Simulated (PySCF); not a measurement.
Isomers of C3H11NSi2. Method used: TDDFT PBE0/def2-SVPD, vertical, gas phase, core orbitals frozen in the response (PySCF). Geometries: GFN2-xTB; one conformer of each isolated species. Triplets are in the Tamm–Dancoff approximation.

A. `CN1[SiH2]CC[SiH2]1`
B. `N1[Si@@H](CC1)C[SiH3]`
C. `C=CC[Si@H](N)[SiH3]`

Lowest singlet levels (six at most, fewer where fewer were computed) with oscillator strengths:

1. 5.58 eV (f 0.006); 6.08 eV (f 0.009); 6.16 eV (f 0.027); 6.74 eV (f 0.009); 6.95 eV (f 0.021); 7.02 eV (f 0.004); T1 5.29 eV
2. 5.67 eV (f 0.010); 5.96 eV (f 0.059); 6.11 eV (f 0.008); 6.28 eV (f 0.022); 6.46 eV (f 0.006); 6.60 eV (f 0.017); T1 4.27 eV
3. 5.64 eV (f 0.000); 5.93 eV (f 0.011); 6.30 eV (f 0.003); 6.73 eV (f 0.035); 7.14 eV (f 0.003); 7.21 eV (f 0.004); T1 5.43 eV

Problem. Match each spectrum to its molecule.

Solution. 1 = B, 2 = C, 3 = A.
- A: S1 at 5.64 eV, HOMO→LUMO (88%), HOMO→LUMO+1 (10%); Löwdin shares by element: HOMO nitrogen 52%, silicon 16%, carbon 9% or more (atoms not listed hold the other 23%); LUMO silicon 30%, carbon 11% or more, hydrogen 7% or more (atoms not listed hold the other 52%); HOMO -6.64 and LUMO 0.33 eV.
- B: S1 at 5.58 eV, HOMO→LUMO (98%); Löwdin shares by element: HOMO nitrogen 55%, carbon 12% or more, silicon 9% or more, hydrogen 5% or more (atoms not listed hold the other 19%); LUMO silicon 29% or more, hydrogen 21% or more, carbon 9% or more (atoms not listed hold the other 41%); HOMO -6.54 and LUMO 0.42 eV.
- C: S1 at 5.67 eV, HOMO-1→LUMO (66%), HOMO→LUMO (32%); Löwdin shares by element: HOMO carbon 64%, nitrogen 11% (atoms not listed hold the other 25%); LUMO silicon 56%, nitrogen 6%, hydrogen 6% or more (atoms not listed hold the other 32%); HOMO -7.03 and LUMO -0.21 eV.
A and B have S1 within 0.07 eV of each other; their strongest listed levels stand at 6.73 eV (f 0.035) and 6.16 eV (f 0.027).
A and C have S1 within 0.03 eV of each other; their strongest listed levels stand at 6.73 eV (f 0.035) and 5.96 eV (f 0.059).
B and C have S1 within 0.09 eV of each other; their strongest listed levels stand at 6.16 eV (f 0.027) and 5.96 eV (f 0.059).
